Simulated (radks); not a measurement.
Excited configurations of C I: one electron is placed in a higher orbital outside [He] 2s2 2p1. The ground configuration is [He] 2s2 2p2. Calculated with a radial shooting solver on a logarithmic mesh with Libxc functionals: Dirac Kohn-Sham, PBE, spin-unpolarised, spherical densities, point nucleus; open shells fill j = l - 1/2 first. Excitation = E - E(ground); binding = E(ion) - E, where the ion is the core of charge +1; n* = 1/sqrt(2 binding) in atomic units, and the quantum defect is n - n*.

outer orbital	excitation (eV)	binding (eV)	n*	<r> (bohr)
3p1/2	8.248	2.617	2.280	7.151
3d3/2	9.266	1.599	2.917	9.949
4s1/2	9.118	1.748	2.790	12.36
4f5/2	9.958	0.907	3.873	17.52
5s1/2	9.849	1.016	3.659	21.62
5p1/2	10.005	0.860	3.978	24.85
5d3/2	10.184	0.681	4.470	29.97
6s1/2	10.200	0.665	4.523	33.62
6p1/2	10.283	0.583	4.833	37.76
6d3/2	10.381	0.484	5.299	44.08
7d3/2	10.503	0.362	6.131	61.54

The Delta-SCF ionisation energy is 10.865 eV (NIST Atomic Spectra Database: 11.260 eV, measured). Self-interaction in the functional shifts the binding energies and quantum defects, so they are the method's values and not measured ones. Spin polarisation and multiplet splitting are left out, so open shells lie too high by an amount that depends on their filling.

Beside tabulated values, note that spin-unpolarised runs miss the spin-polarisation part of the exchange energy of open shells.
